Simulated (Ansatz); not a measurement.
Results of the Gaussian-basis code of Ansatz.

A structure relaxed at PBE0-D4/def2-TZVP, charge 0, multiplicity 1:

```xyz
11

C     0.9577   -0.5510    0.9630
C     0.0948   -0.6463   -0.2924
Si   -0.7979    0.9283   -0.6977
Cl   -1.9068    0.6827   -2.4034
Cl   -2.0546    1.4342    0.8423
H     0.3529   -0.3267    1.8442
H     1.4816   -1.4908    1.1500
H     1.7136    0.2334    0.8732
H    -0.6536   -1.4397   -0.1975
H     0.7028   -0.9000   -1.1685
H     0.1095    2.0761   -0.9133
```

**Question.** Give its formula and SMILES.

**Answer.** C2H6Cl2Si, `CC[SiH](Cl)Cl`.

**Question.** Summarise the bond lengths by kind.

**Answer.** 1 × C–C 1.526 Å; 5 × C–H 1.092 to 1.096 Å; 1 × C–Si 1.855 Å; 2 × Cl–Si 2.049 to 2.051 Å; 1 × H–Si 1.479 Å.
